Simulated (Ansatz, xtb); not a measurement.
## Relative energy of two structures of BClFSi2

We compare a, a doublet given by its coordinates, with b, a doublet given by its coordinates. Both are isolated molecules in the gas phase, relaxed with BLYP-D3(BJ)/def2-SVP.

a (Å):

```
atom    x (Å)    y (Å)    z (Å)
   B  -0.0037  -0.6229   0.4797
  Cl   1.1034  -0.6047  -0.9636
   F   0.5898  -0.7787   1.6682
  Si  -2.0017  -0.4866   0.1901
  Si  -1.1534   1.5300  -0.4507
```

Close contacts (Å): B1–Cl2 1.82, B1–F3 1.34, B1–Si4 2.02, Si4–Si5 2.28.

b (Å):

```csv
atom,x (Å),y (Å),z (Å)
B,0.8601,1.3961,0.1650
Cl,1.6460,2.5814,1.1739
F,-0.7820,-1.4329,1.0004
Si,-0.1486,-0.2650,0.0379
Si,0.4185,0.8895,-1.7321
```

Close contacts (Å): B1–Cl2 1.74, B1–Si4 1.95, B1–Si5 2.01, F3–Si4 1.64, Si4–Si5 2.19.

Task: Estimate which is lower in electronic energy at CCSD(T)/def2-SVP, and by roughly how much.

Result: The CCSD(T)/def2-SVP calculation puts structure b lower, by 5.0 kcal/mol.

How the difference moves with the method:

| level | geometry | E(b) − E(a) (kcal/mol) | departure from the last row (kcal/mol) | job, with rough time for the two |
| --- | --- | --- | --- | --- |
| BLYP-D3(BJ)/def2-SVP | BLYP-D3(BJ)/def2-SVP | −1.3 | +3.7 | optimisation, 2.7 min |
| HF/def2-SVP | BLYP-D3(BJ)/def2-SVP | +4.5 | +9.5 | part of the CCSD(T) run |
| MP2/def2-SVP | BLYP-D3(BJ)/def2-SVP | −15.2 | −10.2 | part of the CCSD(T) run |
| CCSD(T)/def2-SVP | BLYP-D3(BJ)/def2-SVP | −5.0 |  | single point, 42 s |

HF/def2-SVP puts the two in the other order. The largest departure from CCSD(T)/def2-SVP is that of MP2/def2-SVP, 10.2 kcal/mol. Levels run at GFN2-xTB geometries aren't shown.

With harmonic frequencies from BLYP-D3(BJ)/def2-SVP (ideal gas, rigid rotor, one conformer each, 298.15 K, 1 atm): on the last row, ΔE + ΔZPE = −4.7 kcal/mol. A mode under 50 cm⁻¹ makes harmonic enthalpies and free energies unreliable, so none is given.

The T1 diagnostic of structure a is large, so the coupled-cluster value is less sure. Open shells are spin-unrestricted, with notable spin contamination under HF/def2-SVP, MP2/def2-SVP, CCSD(T)/def2-SVP. The correlated steps freeze 17 core orbitals. Run with Ansatz 0.2.0; the last row on 1 thread of Intel(R) Xeon(R) Platinum 8488C (Sapphire Rapids) on a shared host.
